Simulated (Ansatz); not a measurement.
Cl2Si, triplet, geometry from GFN2-xTB (the spin is typed, not shown lowest).

Ansatz (a first-principles code) was given this input:
Ansatz 0.2 input:
```yaml
crystal:
  periodic: [false, false, false]
  atoms:
    - {symbol: Si, position_ang: [0.00116356, 0.00485476, 0.75153490]}
    - {symbol: Cl, position_ang: [1.13018859, 1.35003223, -0.31993995]}
    - {symbol: Cl, position_ang: [-1.13114682, -1.35403027, -0.29897114]}
basis:
  gaussian:
    orbitals: pcseg-0.json
magnetization: {spin_polarized: true, initial_magnetization: 2}
correlation: {method: mp2}
```
The basis file holds pcseg-0 in the JSON format of the Basis Set Exchange.

**Question.** What does this run give for the MP2 correlation energy, number of basis functions, total energy, SCF-reference <S^2>?

**Answer.** 
```
Quantity                            Result
-------------------------  ---------------
MP2 correlation energy          -0.1155 Eh
number of basis functions               39
total energy               -1206.509528 Ha
SCF-reference <S^2>                  2.004
```
